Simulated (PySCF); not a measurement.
PySCF 2.14 output of an unrestricted MN15 calculation on a single atom or ion in aug-cc-pVTZ-PP with ECP60MDF (6s5p4d2f, 55 functions), with a scalar-relativistic core potential:

```
SCF conv_tol = 1e-09
number electrons alpha = 13  beta = 10
    H. S. Yu, X. He, S. L. Li, and D. G. Truhlar.,  Chem. Sci. 7, 5032-5051 (2016)
    H. S. Yu, X. He, S. L. Li, and D. G. Truhlar.,  Chem. Sci. 7, 5032-5051 (2016)
cycle= 1 E= -213.813322612391  delta_E= -0.0236  |g|= 0.076  |ddm|= 0.652
cycle= 2 E= -213.814417393042  delta_E= -0.00109  |g|= 0.0426  |ddm|= 0.198
cycle= 3 E= -213.814952926832  delta_E= -0.000536  |g|= 0.0042  |ddm|= 0.0707
cycle= 4 E= -213.814979339827  delta_E= -2.64e-05  |g|= 0.00114  |ddm|= 0.0172
cycle= 5 E= -213.814984117473  delta_E= -4.78e-06  |g|= 0.00016  |ddm|= 0.0103
cycle= 6 E= -213.814984261113  delta_E= -1.44e-07  |g|= 1.82e-05  |ddm|= 0.0019
cycle= 7 E= -213.814984262207  delta_E= -1.09e-09  |g|= 2.69e-06  |ddm|= 0.000185
cycle= 8 E= -213.814984262223  delta_E= -1.62e-11  |g|= 2.52e-07  |ddm|= 1.71e-05
converged SCF energy = -213.814984262223  <S^2> = 3.7583605  2S+1 = 4.0041781
```

The run itself started from symmetry-adapted Hartree-Fock orbitals and held the occupation by maximum overlap, on a logarithmic radial grid, so the iterations belong to that start.

Which element, charge and spin multiplicity is this?

Bi (bismuth, neutral), multiplicity 4; the state was [Xe] 4f14 5d10 6s1 6p4, high-spin 4P determinant (an excited configuration).

Energies and moments cover only the electrons outside the core potential. Spin-orbit coupling is strong in this species (close to jj coupling), so the high-spin LS determinant is a model state, not a physical level.
